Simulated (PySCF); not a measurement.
Job for PySCF: D3(BJ) and D4 dispersion corrections on CH6O3Si (SMILES C[Si](O)(O)O).

```python
from pyscf import gto
from pyscf.dispersion import dftd3, dftd4

mol = gto.M(
    atom='''
    O    -1.40363607   -0.48228454    0.97537939
    Si   -0.26955835    0.13305872   -0.05039126
    O    -0.74615884   -0.14056958   -1.60448816
    O    -0.15091240    1.75874385    0.19522709
    C     1.36284758   -0.67316094    0.25895572
    H    -1.88542788    0.14747333    1.51669059
    H    -1.60747246   -0.54586936   -1.72919886
    H    -0.41139088    2.32757504   -0.53297455
    H     1.75224113   -0.39223981    1.23903470
    H     1.26847367   -1.76002156    0.22820325
    H     2.09109448   -0.37260515   -0.49633793
    ''',
    basis='def2-svp',
    charge=0, spin=0, verbose=0, max_memory=1800)
d3, d4 = {}, {}
for xc in ['hf', 'pbe', 'blyp', 'revpbe', 'tpss', 'r2scan', 'b3lyp', 'pbe0', 'bhlyp', 'camb3lyp', 'b2plyp']:
    d3[xc] = float(dftd3.DFTD3Dispersion(mol, xc=xc, version='d3bj', atm=False).get_dispersion()['energy'])
    print(f'D3(BJ) {xc:10s} {d3[xc]:14.8f} Eh')
for xc in ['hf', 'pbe', 'blyp', 'revpbe', 'tpss', 'r2scan', 'b3lyp', 'pbe0', 'bhlyp', 'camb3lyp', 'b2plyp']:
    d4[xc] = float(dftd4.DFTD4Dispersion(mol, xc={'camb3lyp': 'cam-b3lyp'}.get(xc, xc), atm=True).get_dispersion()['energy'])
    print(f'D4     {xc:10s} {d4[xc]:14.8f} Eh')
```

Program output:

```
D3(BJ) hf            -0.06028804 Eh
D3(BJ) pbe           -0.00754764 Eh
D3(BJ) blyp          -0.01610239 Eh
D3(BJ) revpbe        -0.01886391 Eh
D3(BJ) tpss          -0.00951215 Eh
D3(BJ) r2scan        -0.00211382 Eh
D3(BJ) b3lyp         -0.01319800 Eh
D3(BJ) pbe0          -0.00654904 Eh
D3(BJ) bhlyp         -0.01045771 Eh
D3(BJ) camb3lyp      -0.00592020 Eh
D3(BJ) b2plyp        -0.00618130 Eh
D4     hf            -0.02860866 Eh
D4     pbe           -0.00794648 Eh
D4     blyp          -0.01765608 Eh
D4     revpbe        -0.02501355 Eh
D4     tpss          -0.01073721 Eh
D4     r2scan        -0.00194010 Eh
D4     b3lyp         -0.01278364 Eh
D4     pbe0          -0.00666166 Eh
D4     bhlyp         -0.00938425 Eh
D4     camb3lyp      -0.00669478 Eh
D4     b2plyp        -0.00553011 Eh
```

The run finished.

Cost: about 0.03 core-seconds (a rough figure).
